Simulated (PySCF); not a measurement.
Species: C₅H₈BFO₂.
SMILES: `OB(O)[C@]12C[C@](F)(C1)C2`

Level: PBE0/def2-SVPD in PySCF, non-relativistic, on one gas-phase PBE0-D3(BJ)/def2-SVP geometry that isn't relaxed in the solvent. The solvent is an IEF-PCM continuum (cavity from Bondi-type radii × 1.2), and excitations are vertical TDDFT with non-equilibrium linear response and a frozen core. Specific hydrogen bonds and non-electrostatic terms are outside this model.

Gas-phase singlets (H = HOMO, L = LUMO):

```tsv
state	E (eV)	λ (nm)	f	leading configurations
S1	7.585	163	0.004	H→L 95%
S2	7.597	163	0.003	H-1→L 87%
S3	7.654	162	0.081	H-2→L 93%
S4	7.766	160	0.004	H-5→L 60%, H-3→L 31%
S5	7.864	158	0.008	H-3→L 57%, H-5→L 34%
```

Give the list for chloroform (ε = 4.711), n² = 2.09.

| state | E (eV) | λ (nm) | f | leading configurations | change by rank (eV) |
| --- | --- | --- | --- | --- | --- |
| S1 | 8.039 | 154 | 0.071 | H-2→L 92% | +0.454 |
| S2 | 8.072 | 154 | 0.004 | H-1→L 38%, H→L 20% | +0.475 |
| S3 | 8.094 | 153 | 0.016 | H→L 73%, H-1→L 16% | +0.440 |
| S4 | 8.142 | 152 | 0.011 | H-5→L 49%, H-1→L 35% | +0.376 |
| S5 | 8.239 | 150 | 0.021 | H-3→L 64%, H-5→L 26% | +0.375 |

The ground-state energy changes by -0.309 eV from gas to chloroform. By how much does the total energy of gas-phase S3 change?

E(S3) = E(S0) + excitation energy, so it changes by -0.309 + 0.385 = +0.076 eV: it isn't lowered at all, while the ground state is. This is the vertical state, with the slow part of the continuum still set for S0.

How do the frontier levels move from gas to chloroform?

| orbital | gas (eV) | solvent (eV) | change (eV) |
| --- | --- | --- | --- |
| LUMO+2 | 1.02 | 1.09 | +0.07 |
| LUMO+1 | 0.76 | 0.88 | +0.12 |
| LUMO | -0.48 | 0.01 | +0.49 |
| HOMO | -8.80 | -8.87 | -0.07 |
| HOMO-1 | -8.82 | -8.89 | -0.07 |
| HOMO-2 | -9.04 | -9.00 | +0.04 |
| HOMO-3 | -9.17 | -9.11 | +0.06 |

The HOMO–LUMO gap goes from 8.31 to 8.88 eV. Rows go by rank; for LUMO+1 and LUMO+2 the atom shares or the degeneracy differ between the runs, so the row needn't follow one orbital.

Shape of the structure used: `[OH:1][B:2]([OH:3])[C@:4]12[CH2:5][C@:6]([F:7])([CH2:8]1)[CH2:9]2`: O1–B2–C4–C5 -65°, H–O1–B2–O3 0°, H–O3–B2–O1 0°.
